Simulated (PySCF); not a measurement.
## Computed properties of C2H8FNOSi, SMILES O[Si@](N)(C)CF

C2H8FNOSi, SMILES C[Si@@](N)(O)CF. Coordinates come from a r2SCAN-D4/def2-SVP optimisation. The structure was generated by enumeration; whether it is a known compound was not checked. Other conformers were not sampled. All values are computed for the isolated molecule unless a solvent is named; none is compared with measurement here.

**Structure.** All 36 harmonic modes at r2SCAN-D4/def2-SVP (PySCF) are real, so it is a minimum. With heavy atoms numbered as in [CH3:1][Si@@:2]([NH2:3])([OH:4])[CH2:5][F:6], the shortest bond between them is C5–F6 at 1.403 Å and the longest Si2–C5 at 1.892 Å.

**Vibrations.** The strongest infrared lines (harmonic, unscaled, degenerate partners summed) lie at 417 cm⁻¹ (196 km/mol, H 63 %, N 23 %), 903 cm⁻¹ (157 km/mol, H 39 %, Si 36 %, N 12 %, C 8 %), 865 cm⁻¹ (142 km/mol, H 52 %, Si 25 %, N 11 %, C 8 %). The softest mode is at 77 cm⁻¹ and the zero-point energy is 67.0 kcal/mol.

**Electronic structure.** PBE0/def2-TZVP (PySCF) places the frontier levels at -7.46 and 0.69 eV, a gap of 8.15 eV, and gives a dipole moment of 1.84 D and a mean polarisability of 59.6 bohr³. PBE/def2-TZVP (PySCF) at the same geometry gives -6.01 and -0.14 eV, so its gap is 2.28 eV narrower. An orbital gap is neither the optical nor the fundamental gap.

**Excitations.** TDDFT-PBE0/def2-SVPD (PySCF) has S1 at 6.52 eV (190 nm, f = 0.058, bright); the most intense of the 10 singlets computed lies at 6.52 eV (f = 0.06). T1 (TDA) is at 6.23 eV. TDDFT-PBE/def2-SVPD (PySCF) puts S1 at 5.66 eV. No vertical singlet excitation falls in the visible range (under 3.1 eV).

**NMR.** GIAO shifts at KT2/pcSseg-1 (PySCF) (non-relativistic, atoms alike by connectivity averaged): ¹³C from -2.2 to 80.6 ppm against TMS; ¹H from 0.4 to 4.7 ppm against TMS; ²⁹Si at -3.3 ppm against TMS; ¹⁹F at -335.4 ppm against CFCl3.

**Solvation.** SMD-B3LYP/6-31G* (PySCF) gives -5.3 kcal/mol in water, -5.9 kcal/mol in N,N-dimethylformamide, -7.7 kcal/mol in 2-propanol (1 M in both phases, gas-phase geometry); of these solvents 2-propanol holds the molecule best.
